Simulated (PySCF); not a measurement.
Isomers of C4H8O3S, one conformer each; single-point electronic energies without zero-point terms and without any empirical dispersion term.

Computed with PySCF at CAM-B3LYP/def2-SVPD, non-relativistic, each on one gas-phase PBE0-D3(BJ)/def2-SVP geometry that isn't relaxed in the solvent. The solvent is an IEF-PCM continuum (Bondi radii, 1.10 Å for H, scaled by 1.2). The model holds no explicit solvent molecules, cavitation or dispersion.

```
                                   isomer  relative energy, gas (kcal/mol)  dipole (D)
1,3-butanesultone, `C[C@H]1CCS(=O)(=O)O1`                              0.0        6.07
allyl methanesulfonate, `C=CCOS(C)(=O)=O`                             21.7        2.94
```

Problem. How do the relative energies look in chloroform (ε = 4.711)?

Solution. 
```tsv
isomer	relative energy, solvent (kcal/mol)	E(solvent) − E(gas) (kcal/mol)	dipole in solvent (D)
1,3-butanesultone, `C[C@H]1CCS(=O)(=O)O1`	0.0	-8.2	7.41
allyl methanesulfonate, `C=CCOS(C)(=O)=O`	22.8	-7.1	3.69
```

The order is unchanged. Conformers: `[CH3:1][C@H:2]1[CH2:3][CH2:4][S:5](=[O:6])(=[O:7])[O:8]1` with C1–C2–C3–C4 79°, C2–C3–C4–S5 28°, C3–C4–S5–O6 105°, C4–S5–O8–C2 -21°; `[CH2:1]=[CH:2][CH2:3][O:4][S:5]([CH3:6])(=[O:7])=[O:8]` with C1–C2–C3–O4 -116°, C2–C3–O4–S5 69°, C3–O4–S5–C6 152°. 1,3-butanesultone, `C[C@H]1CCS(=O)(=O)O1` gains most from the continuum, and it has the largest gas-phase dipole. The gains span 1.1 kcal/mol, the gas-phase energies 21.7 kcal/mol.
